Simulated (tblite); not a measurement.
Species: C₃H₁₂SSi₃.
Bonds: C1–C2 (double), C2–C3, C3–Si4, Si4–Si5, Si5–S6, S6–Si7. Hydrogens: H8, H9 on C1; H10 on C2; H11, H12 on C3; H13, H14 on Si4; H15, H16 on Si5; H17, H18, H19 on Si7.

Computed with GFN2-xTB (tblite), gas phase: L-BFGS steps from a force-field or distance-geometry start until the largest atomic force falls under 0.01 eV/Å.

Step 0: E = -570.7818 eV
```
atom  x, y, z in Å  |  force x, y, z in eV/Å
C1     -2.6479   -1.5723   -0.7284   -0.288   1.255   0.219
C2     -2.5578   -0.2308   -0.6796    0.293  -1.313   0.014
C3     -1.3452    0.5299   -1.1528   -1.211  -0.129  -0.954
Si4    -0.3860    1.4340    0.1621    0.560   0.532   1.121
Si5     0.6388   -0.1258    1.5533   -0.697   0.534   0.588
S6      1.8624   -1.5192    0.4723    0.265  -0.003   0.000
Si7     3.5137   -0.1911    0.1483    0.693   0.200  -0.096
H8     -1.8527   -2.1867   -1.1198   -0.074   0.056   0.055
H9     -3.5469   -2.0767   -0.3744    0.405   0.123  -0.170
H10    -3.3955    0.3370   -0.2707    0.394  -0.019  -0.173
H11    -0.6780   -0.1286   -1.7106   -0.051  -0.137   0.079
H12    -1.7121    1.2718   -1.8808    0.086  -0.092   0.078
H13    -1.2861    2.3245    0.9652    0.299  -0.266  -0.339
H14     0.6558    2.2857   -0.4683   -0.295  -0.021  -0.009
H15    -0.3964   -0.9045    2.2668    0.418  -0.055  -0.166
H16     1.4638    0.5552    2.5910   -0.125  -0.333  -0.275
H17     3.0479    0.9628   -0.6502    0.067  -0.274   0.208
H18     4.5690   -0.9246   -0.5924   -0.489   0.135   0.286
H19     4.0433    0.2747    1.4615   -0.249  -0.193  -0.465
```

Q: Estimate the geometry and energy of step 1. (The exact step hangs on the optimiser's Hessian estimate; all steps are aligned on step 0, rigid shifts and turns removed.)

A: E = -570.8707 eV, largest force 1.067 eV/Å
```
atom  x, y, z in Å  |  force x, y, z in eV/Å
C1     -2.6521   -1.5543   -0.7253   -0.020  -1.066  -0.041
C2     -2.5536   -0.2495   -0.6794    0.087   0.983   0.102
C3     -1.3625    0.5281   -1.1664   -0.345  -0.142  -0.122
Si4    -0.3780    1.4416    0.1782    0.120   0.076   0.379
Si5     0.6288   -0.1181    1.5617   -0.398   0.302   0.335
S6      1.8662   -1.5193    0.4723    0.202   0.216   0.093
Si7     3.5236   -0.1883    0.1470    0.361   0.107  -0.060
H8     -1.8538   -2.1859   -1.1190   -0.296   0.259   0.157
H9     -3.5411   -2.0750   -0.3768    0.294   0.128  -0.095
H10    -3.3899    0.3367   -0.2731    0.473  -0.130  -0.203
H11    -0.6787   -0.1305   -1.7095   -0.108  -0.063   0.069
H12    -1.7109    1.2705   -1.8797   -0.116   0.118  -0.169
H13    -1.2818    2.3207    0.9603    0.180  -0.122  -0.205
H14     0.6515    2.2854   -0.4684   -0.224   0.028  -0.024
H15    -0.3905   -0.9053    2.2645    0.273  -0.137  -0.071
H16     1.4620    0.5504    2.5871   -0.057  -0.259  -0.158
H17     3.0489    0.9589   -0.6472    0.057  -0.201   0.160
H18     4.5620   -0.9226   -0.5883   -0.312   0.034   0.171
H19     4.0398    0.2720    1.4549   -0.172  -0.132  -0.319
```

The energy changes by -0.0889 eV. The first-order estimate −F·Δx gives -0.1641 eV and the mean of the old and new forces, exact on a quadratic surface, -0.0882 eV. The step makes an angle of 0° with the force vector and moves no atom by more than 0.022 Å.

The cost below is that of the whole relaxation. Hardware: an Arm Neoverse N1 with one thread, no GPU, on a shared host. Cost: 1.6 s.
